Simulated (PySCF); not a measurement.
Delta-SCF ions had no search for a lower state. Excitations are Tamm–Dancoff values on a coarser integration grid. The basis has no diffuse functions, so Rydberg states are missing or too high.

Cartesian coordinates (Å):
```xyz
8

C     -1.6916     0.0430     0.3689
C     -0.4261    -0.2110     0.2797
C      0.8526    -0.4802     0.1878
C      1.8588     0.5232     0.2910
N      2.6953     1.3118     0.3702
H     -2.2018     0.0232     1.3254
H     -2.2776     0.2892    -0.5095
H      1.1906    -1.4991     0.0266
```
Charge 0, spin multiplicity 1.

**Question.** What vertical ionisation energy (Delta-SCF), S1 excitation (TDA) and total energy does M06-2X/def2-TZVP // B3LYP-D3(BJ)/def2-TZVP in PySCF give?

**Answer.** 
* **vertical ionisation energy (Delta-SCF)**: 10.57 eV
* **S1 excitation (TDA)**: 5.51 eV
* **total energy**: -5684.14 eV
